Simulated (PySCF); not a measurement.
Ga(vinyl)(OH)(NH2) (C2H6GaNO), SMILES C=[CH][Ga]([NH2])[OH].

Coordinates come from a PBE0-D3(BJ)/def2-SVP optimisation. The structure was generated by enumeration; whether it is a known compound was not checked. The values are those of a single conformer.

The numbers are results of PySCF with r2SCAN/def2-TZVP, not measurements.

Isolated molecule, no solvent.

```json
{
  "total_energy": "-2134.64132 hartree",
  "highest_occupied_level": "-6.11 eV",
  "lowest_empty_level": "-1.53 eV",
  "orbital_gap": "4.58 eV",
  "dipole_moment": "2.09 D",
  "quadrupole, principal values (traceless, Buckingham form, about the centre of nuclear charge)": "-5.69, -3.50, 9.19 D·Å",
  "mean_static_polarisability": "61.6 bohr³ (9.13 Å³)",
  "polarisability_principal_values": "42.2, 64.0, 78.6 bohr³"
}
```
